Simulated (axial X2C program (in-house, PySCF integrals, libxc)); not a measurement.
**SCoS⁺: properties at the nuclei**

Computed with an in-house all-electron X2C program for linear molecules (integrals from PySCF): two-component X2C with atomic mean-field Coulomb and Gaunt terms, Gaussian nuclei, basis S dyall-av3z, Co dyall-v3z with contracted cores.

S–Co–S held linear, with bonds 2.163 and 2.163 Å (near the PBE0 minimum at charge 1 of the determinant lowest at the starting distance; the state shown can have its own minimum elsewhere, held linear; other orders of the atoms were not compared).

Input and command:
```json
{"zs": [16, 27, 16], "q": 1, "bas": ["dyall-av3z", "dyall-v3z", "dyall-av3z"], "r0": [1.97, 1.97], "symm": 1, "scan": ["PBE0", "HF", "PBE"], "levels": ["PBE0", "HF", "PBE"], "nst": 2}
```
```bash
python solin.py task.json out
```

Keys: zs atomic numbers; q charge; bas basis sets; r0 starting distance in Å; symm equal bonds; scan levels of the two-bond scan; levels methods; nst determinants followed.

Determinant lowest in the PBE0 search, Ω = 5 (⟨Sz⟩ = 3.00, ⟨Lz⟩ = 2.00 at PBE0), spin on the atoms S 0.85, Co 1.31, S 0.85:

```json
{"level": "PBE0", "A∥/gI S (MHz)": "-43.9", "qzz S (a.u.)": "-2.47", "A∥/gI Co (MHz)": "330", "qzz Co (a.u.)": "-1.52"}
{"level": "PBE", "A∥/gI S (MHz)": "-40.1", "qzz S (a.u.)": "-2.06", "A∥/gI Co (MHz)": "379", "qzz Co (a.u.)": "-1.63"}
```

A∥ (defined per Ω) follows by multiplying with gI = μI/(I μN); qzz is the electric field gradient, eQq0 = 234.96 MHz × Q/barn × qzz. The operators were transformed with the bare-nucleus X2C matrices; with these basis sets, hyperfine constants and field gradients can be off by tens of per cent, and where levels differ in sign neither size nor sign is settled.

(1) With gI(33S) = 0.4292, Q(33S) = -0.0694 barn, gI(59Co) = 1.3220, Q(59Co) = 0.42 barn (g factors from the IAEA table of nuclear moments by Stone; Q from Pyykkö, Mol. Phys. 2018), turn the PBE0 values of the first state into constants in MHz.

The molecule was held linear; bending was not examined, so a bent shape may lie lower.

Each state is one determinant with collinear spin, which with several unpaired electrons need not be a pure state. With several open shells hyperfine constants can be off by a factor of several. Open-shell Ω = 0 determinants with evenly filled partner blocks cannot be reached by this program, so the Ω shown need not be the lowest component. Left out as unconverged or as another state under the same occupation: HF in at least one table. The search compared states at one distance, so a state with another bond length can lie lower. Further determinants of the search, some of them spin-mixed, are not shown.

## Answers

(1) A∥(33S) = -43.9 × 0.4292 = -18.8 MHz; eQq0(33S) = 234.96 × (-0.0694) × (-2.47) = 40.3 MHz; A∥(59Co) = 330 × 1.3220 = 436 MHz; eQq0(59Co) = 234.96 × (0.42) × (-1.52) = -150 MHz.
